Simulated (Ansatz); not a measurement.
Reaction (formal exchange of groups at the Si–F bond): `B[SiH](F)Cl` + `CBN` → `B[SiH](Cl)BN` + fluoromethane

Calculated with Ansatz (gas phase, PBE0-D4/def2-TZVP geometries, no zero-point term in ΔE). CCSD(T)/CBS adds triple-zeta CCSD(T) − MP2 to the extrapolated MP2 energy (def2 sets, frozen cores). This one scheme is used for every species. Functionals use def2-TZVPP. One conformer a species, not always the lowest.

`B[SiH](F)Cl`:

Cartesian coordinates in Å:
```
B -0.325 0.834 0.835
Si 0.023 -0.623 -0.486
F -0.838 -0.498 -1.824
Cl 1.996 -0.256 -0.944
H -0.043 0.675 1.985
H -0.725 1.902 0.483
H -0.088 -2.033 -0.049
```

`CBN`:

Cartesian coordinates in Å:
```
C -0.384 -0.108 -1.107
B -0.331 0.236 0.423
N 0.790 -0.036 1.201
H -0.576 0.797 -1.694
H -1.225 -0.778 -1.318
H 0.526 -0.575 -1.495
H -1.267 0.750 0.975
H 0.844 0.177 2.182
H 1.624 -0.463 0.834
```

`B[SiH](Cl)BN`:

Cartesian coordinates in Å:
```
B 1.610 1.013 1.218
Si 0.780 -0.515 0.242
Cl 1.583 -0.758 -1.676
B -1.212 -0.256 0.021
N -1.718 -0.187 -1.262
H 2.323 1.818 0.697
H 1.343 1.162 2.376
H 1.072 -1.781 0.976
H -1.954 -0.155 0.955
H -2.696 -0.066 -1.470
H -1.132 -0.274 -2.079
```

`CF`:

Cartesian coordinates in Å:
```
C -0.011 -0.004 -0.060
F 0.237 0.092 1.291
H -1.067 -0.236 -0.213
H 0.608 -0.800 -0.481
H 0.234 0.948 -0.536
```

| level | ΔE (kcal/mol) |
| --- | --- |
| PBE-D4 | 51.0 |
| PBE0-D4 | 53.0 |
| ωB97X-V | 55.0 |
| PBE-QIDH | 56.7 |
| BLYP | 54.4 |
| PBE0 | 53.7 |
| r2SCANh | 56.4 |
| MP2/def2-TZVPP | 59.3 |

Question: What does CCSD(T)/CBS give? (An estimate is asked.)

Answer: The calculation gave: +56.9 kcal/mol. The listed levels differ from it by -5.9, -3.9, -1.9, -0.2, -2.5, -3.2, -0.5, 2.4 kcal/mol.

Largest T1 diagnostic among the species: 0.013.

From PBE to PBE0 (25 % exact exchange), in def2-TZVPP and without D4, ΔE moves by +2.0 kcal/mol. The D4 term adds −1.2 kcal/mol with B3LYP and −0.7 kcal/mol with PBE0; it sums over pairs of atoms, weighted by their polarisabilities, and B3LYP, whose exchange is more repulsive, gets the larger term. Leaving LDA and LC-ωPBE aside and taking each functional with its dispersion term where it has one, the values, not all of them listed here, spread over 6.8 kcal/mol, from revPBE-D4 to B2PLYP. LDA lies +1.0 kcal/mol from PBE without D4.

B3LYP here is the variant with VWN-RPA as its local correlation; programs differ in this.
